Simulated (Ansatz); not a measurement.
Geometry optimisation, RKS B3LYP/6-31G* in Ansatz.

The input (input.yaml):

```yaml
crystal:
  periodic: [false, false, false]
  atoms:
    - { symbol: Mg, position_ang: [0.518, 0.2882, 0.613] }
    - { symbol: O, position_ang: [0.4647, 2.164, -0.9068] }
    - { symbol: C, position_ang: [0.8724, -1.2027, 2.0355] }
    - { symbol: H, position_ang: [-0.2761, 1.1584, -1.2001] }
    - { symbol: C, position_ang: [-1.0182, -0.0118, -1.3705] }
    - { symbol: H, position_ang: [0.4283, 2.9064, -1.5051] }
    - { symbol: H, position_ang: [1.922, -1.4781, 2.0863] }
    - { symbol: H, position_ang: [0.5472, -0.9098, 3.0293] }
    - { symbol: H, position_ang: [0.3016, -2.0745, 1.7292] }
    - { symbol: H, position_ang: [-1.8264, -0.1877, -0.6545] }
    - { symbol: H, position_ang: [-0.4654, -0.9394, -1.5446] }
    - { symbol: H, position_ang: [-1.4681, 0.287, -2.3117] }
basis:
  gaussian: { orbitals: "6-31G*" }
hamiltonian:
  xc: b3lyp
relax:
  f_tol: 0.15
  max_steps: 25
  restrain:
    - { distance: [0, 4], at: 2.17, k: 30.0 }
    - { distance: [3, 1], at: 0.97, k: 30.0 }
    - { distance: [0, 1], at: 3.37, k: 30.0 }
    - { distance: [3, 4], at: 2.37, k: 30.0 }
output:
  orbitals: {}
```

Launched with:

```bash
$ ansatz run input.yaml --threads 2 --pin off --max-ram 3072MiB --backend cpu --events-out ev --progress --plain --runs-dir out
```

Q: Where does it end, and by what steps?

A: The run converged. The restraints hold the end off the free minimum. After 16 steps the energy has fallen by 0.671 eV (the restraints' own energy left out); H11 moved furthest, 1.20 Å. Joined: O2–H4 (1.28 → 0.97 Å).

```tsv
step	energy less start (eV)	largest force component (eV/Å)	accepted
0	0.0000	1.957	yes
1	0.7044	6.326	yes
2	0.9561	5.059	yes
3	0.8229	4.010	yes
4	-0.1055	1.869	yes
5	-0.4065	0.957	yes
6	-0.4712	0.715	yes
7	-0.5497	0.439	yes
8	-0.5825	0.410	yes
9	-0.5628	1.553	no
10	-0.5954	0.407	yes
11	-0.6052	0.408	yes
12	-0.6247	0.415	yes
13	-0.6360	0.641	yes
14	-0.6645	0.457	yes
15	-0.6538	0.516	no
16	-0.6708	0.418	yes
```

```xyz
12
Properties=species:S:1:pos:R:3
Mg 0.042 -0.663 0.358
O 0.625 2.342 -1.032
C 0.982 -1.221 2.146
H 0.006 1.740 -1.478
C -1.124 -0.346 -1.430
H 0.064 3.072 -0.719
H 2.075 -1.154 2.073
H 0.681 -0.581 2.986
H 0.742 -2.254 2.430
H -1.955 0.365 -1.281
H -1.592 -1.293 -1.745
H -0.546 -0.005 -2.306
```

Time of the run: 33 s on 2 threads of Arm Neoverse V2, on a shared host, peak memory 0.16 GiB.
